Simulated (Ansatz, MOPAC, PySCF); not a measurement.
Species: NS (charge 0, doublet). SMILES: [N]=S
Geometry from a B3LYP-D3(BJ)/def2-TZVP (Ansatz, a quantum-chemistry and plane-wave program) optimisation:
```xyz
2

N      0.0000     0.0000    -1.0378
S      0.0000     0.0000     0.4540
```
Charge 0, spin multiplicity 2.

Unscaled harmonic wavenumbers (cm⁻¹) in rising order, each level at the stationary point that it reaches from this structure (no distance between atoms moves by over 0.3 Å); the order of modes can differ between levels, and a negative number is imaginary. B3LYP-D3(BJ)/def2-TZVP (PySCF, at the structure above): 1256.

PM7 (MOPAC): 1193. Zero-point energy 1.7 against 1.8 kcal/mol; where all levels lie over 400 cm⁻¹, the wavenumbers are on average 0.950 times those of B3LYP-D3(BJ)/def2-TZVP.

B3LYP/6-31G* (Ansatz): 1224. Zero-point energy 1.8 against 1.8 kcal/mol; where all levels lie over 400 cm⁻¹, the wavenumbers are on average 0.975 times those of B3LYP-D3(BJ)/def2-TZVP.
